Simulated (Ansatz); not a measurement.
Cost and result up the ladder for the cluster PbO2H2 (5 atoms). Charge 0, multiplicity 1. Geometry: PBE0-D4/def2-TZVP.

```xyz
5

Pb    0.4131    1.7984    0.0062
O    -0.8576   -0.4648   -0.2389
O     1.3272    0.3593    0.9171
H    -0.0163   -0.5997    0.2814
H    -0.8663   -1.0932   -0.9658
```

Ansatz on 4 threads of Arm Neoverse V1 on a shared host. Times are rough, and most runs start from the orbitals of an earlier one. PBE0-D4/def2-TZVP serves as the yardstick here, not as an exact answer. Binding counts from free atoms at the same level (Pb triplet, O triplet, H doublet; other spins of the atoms weren't run), without zero-point energy or a counterpoise term.

In the def2 sets Pb takes a core potential; there is no spin–orbit coupling. Correlated methods freeze 6 core orbitals; core or outer-core shells of Pb are correlated, in sets that lack core-valence functions. Another isomer (singlet) lies 1.30 eV lower at PBE0-D4/def2-TZVP; other spin states weren't run for this one.

Correlated methods converge slowly with the basis.

```
                         level  functions  wall time  binding energy per atom (eV)  difference from PBE0-D4/def2-TZVP (eV)           remarks
PBE-D4/def2-TZVP (with forces)        124      0.8 s                          3.24                                    0.24                 –
            BHLYP-D4/def2-TZVP        124      0.9 s                          2.78                                   -0.22                 –
             PBE0-D4/def2-TZVP        124      1.1 s                          3.00                                    0.00                 –
           r2SCAN-D4/def2-TZVP        124      1.4 s                          3.09                                    0.08                 –
          r2SCANh-D4/def2-TZVP        124      1.6 s                          3.01                                    0.00                 –
            CCSD(T)/def2-TZVPP        140       14 s                          3.01                                    0.01  large T1 (0.029)
```
